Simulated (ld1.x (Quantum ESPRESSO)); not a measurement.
Reading a pseudo-wave (N (Z = 7))

Columns: radius, all-electron u(r) and pseudo u(r) of the 2p shell (level -10.30 eV) of nitrogen in the configuration [He] 2s2 2p2.75; LDA (PZ), non-relativistic, TM scheme, ld1.x (Quantum ESPRESSO) 7.5.

```tsv
r (bohr)	all-electron	pseudo
0.062	0.0328	0.0159
0.125	0.1087	0.0629
0.188	0.2027	0.1366
0.250	0.2991	0.2283
0.312	0.3915	0.3303
0.375	0.4770	0.4354
0.438	0.5520	0.5336
0.500	0.6150	0.6169
0.562	0.6672	0.6836
0.625	0.7099	0.7336
0.688	0.7429	0.7670
0.750	0.7667	0.7869
0.812	0.7829	0.7972
0.875	0.7927	0.8009
0.938	0.7964	0.8002
1.000	0.7952	0.7965
1.062	0.7899	0.7902
1.125	0.7810	0.7810
1.188	0.7691	0.7691
1.250	0.7551	0.7551
1.312	0.7392	0.7392
1.375	0.7216	0.7216
1.438	0.7028	0.7028
1.500	0.6834	0.6834
1.562	0.6634	0.6634
1.625	0.6427	0.6427
```

**Question.** How many radial nodes do the two functions have?

**Answer.** The all-electron 2p function has n − l − 1 = 0; the pseudo-wave has 0.

**Question.** At about which radius was the pseudo-wave matched?

**Answer.** 1.20 bohr. The columns agree to 0.0005 from 1.06 bohr on; several derivatives are matched, so the curves merge somewhat inside the radius.

**Question.** Where does each function peak?

**Answer.** Outermost all-electron maximum near 0.94 bohr, pseudo maximum near 0.88 bohr (to the table’s step).

**Question.** Is the pseudo-wave norm-conserving?

**Answer.** Yes: the TM scheme keeps the norm inside the radius equal to the all-electron one, which fixes the energy derivative of the logarithmic derivative at the level.
